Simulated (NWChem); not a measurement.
# selenium hexafluoride (SeF₆); SMILES F[Se](F)(F)(F)(F)F

Computed with NWChem. Structure relaxed at the PBE0/def2-SVP level. Isotropic polarisability at PBE0/aug-cc-pVDZ. A Cauchy series cut after its second term is a line in ω².

| row | ω² (10⁻³ Ha²) | α (bohr³) |
|---|---|---|
| static | 0.00 | 34.92 |
| 1065 nm | 1.83 | 35.09 |
| 589 nm | 5.98 | withheld |
| 400 nm | 12.97 | 36.19 |

**Question.** Fit a straight line of the last column on the one before it, predict the withheld value, and compare with the run.

**Answer.** 
1. Means of the 3 shown rows: x = 4.933, y = 35.400. Slope Σ(x − x̄)(y − ȳ)/Σ(x − x̄)² = 9.679/98.56 = 0.09821; intercept 34.915.
2. The shown rows scatter about the line by 0.004 (root mean square); the largest residual is +0.01, at static.
3. At x = 5.98 (589 nm; inside the shown range) the line gives 35.50.
4. The run gives 35.48, -0.02 from the line. The intercept estimates α(0), and the slope, 98.2 bohr³/Ha², the next Cauchy moment.
